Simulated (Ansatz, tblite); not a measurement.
Isomers of Na5 (doublet), found by a short tight-binding search and relaxed with PBE/def2-SVP in Ansatz.

The xTB rows come from tblite.

Run but left out: HF/def2-SVP, HF/def2-TZVP, r2SCAN/def2-TZVP, MP2/def2-SVP, CCSD/def2-SVP, CCSD(T)/def2-SVP (A: ⟨S²⟩ 1.23 to 1.67, where a pure state has 0.75).

Other spin states were run for one of them alone.

A:

Cartesian coordinates in Å:
```
Na 0.055 0.895 -2.042
Na -0.719 -1.811 0.905
Na 2.777 -1.272 0.019
Na -2.810 1.048 -0.023
Na 0.697 1.140 1.142
```

B:

```xyz
5

Na   -0.958   -2.271   -1.722
Na    0.753    0.786   -1.348
Na    1.402   -1.282    1.068
Na   -2.104    0.562    0.161
Na    0.906    2.204    1.841
```

C:

Cartesian coordinates in Å:
```
Na -1.409 -0.501 2.067
Na 1.098 0.509 -0.205
Na 0.671 0.010 -3.573
Na 1.456 1.025 3.169
Na -1.816 -1.043 -1.458
```

Estimate which lies lowest at each level, and how far above it the others are (eV).


```tsv
level	A	B	C
GFN1-xTB	0.30	0.29	0.00
GFN2-xTB	0.29	0.33	0.00
PBE/def2-TZVP	0.17	0.17	0.00
revPBE/def2-TZVP	0.18	0.18	0.00
PBE0/def2-TZVP	0.16	0.16	0.00
```
Point groups (tolerance 0.1 Å): A not assigned, B not assigned, C C2v. A and C have the same bonds, so they are conformers or stereoisomers. Lower isomers may exist.
